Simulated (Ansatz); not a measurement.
Geometry optimisation, RKS LDA/def2-SVP (Ansatz 0.2.0).

Input file:

```yaml
crystal:
  periodic: [false, false, false]
  atoms:
    - { symbol: Hf, position_ang: [-0.100713, 0.066815, -0.0757] }
    - { symbol: O, position_ang: [-0.149675, -0.042934, 1.932416] }
    - { symbol: H, position_ang: [-0.765971, 0.243513, 2.633017] }
    - { symbol: Cl, position_ang: [2.052549, 0.382597, -0.882263] }
    - { symbol: Cl, position_ang: [-1.312922, 1.949921, -0.653053] }
    - { symbol: Cl, position_ang: [-1.226811, -1.702776, -1.069022] }
    - { symbol: F, position_ang: [1.43542, -2.321199, 1.325491] }
    - { symbol: H, position_ang: [1.121221, -1.833637, 2.059014] }
basis:
  gaussian: { orbitals: def2-SVP }
hamiltonian:
  xc: lda
relax:
  f_tol: 0.03
  max_steps: 50
```

Command:

```bash
$ ansatz run input.yaml --threads 4 --pin off --max-ram 5120MiB --backend cpu --events-out ev --progress --plain --runs-dir out
```

Task: Where does it end, and by what steps?

Result: It converged. After 28 steps the energy has fallen by 1.367 eV; Cl5 moved furthest, 1.48 Å. Parted: F7–H8 (0.94 → 2.39 Å). Joined: Hf1–F7 (3.17 → 1.91 Å), O2–H8 (2.20 → 0.98 Å).

```csv
step,energy less start (eV),largest force component (eV/Å),accepted
0,0.0000,1.992,yes
1,-0.2678,0.523,yes
2,-0.4887,0.833,yes
3,-0.6557,1.016,yes
4,-0.7423,0.514,yes
5,-0.8218,0.513,yes
6,-0.8735,0.524,yes
7,-0.9213,2.192,yes
8,-0.9862,2.510,yes
9,-1.1878,0.733,yes
10,-1.2184,1.106,yes
11,-1.2753,0.693,yes
12,-1.0517,1.996,no
13,-1.3000,0.264,yes
14,-1.3099,0.100,yes
15,-1.3177,0.248,yes
16,-1.3191,0.092,yes
17,-1.3208,0.117,yes
18,-1.3176,0.477,no
19,-1.3212,0.211,yes
20,-1.3270,0.183,yes
21,-1.3309,0.196,yes
22,-1.3415,0.221,yes
23,-1.3465,0.272,yes
24,-1.3554,0.235,yes
25,-1.3588,0.167,yes
26,-1.3637,0.133,yes
27,-1.3663,0.073,yes
28,-1.3668,0.023,yes
```

```xyz
8
Properties=species:S:1:pos:R:3
Hf 0.129 -0.630 -0.115
O 0.469 0.021 2.044
H -0.248 0.625 2.343
Cl 2.103 0.384 -0.817
Cl -1.655 0.885 0.317
Cl -0.739 -1.590 -2.055
F 0.421 -2.241 0.864
H 0.573 -0.711 2.688
```

Whether the end is a true minimum wasn't checked by a vibrational analysis.

The run took 24 s on 4 threads of Intel(R) Xeon(R) 6975P-C (Granite Rapids), with other jobs on the host, peak memory 0.21 GiB.
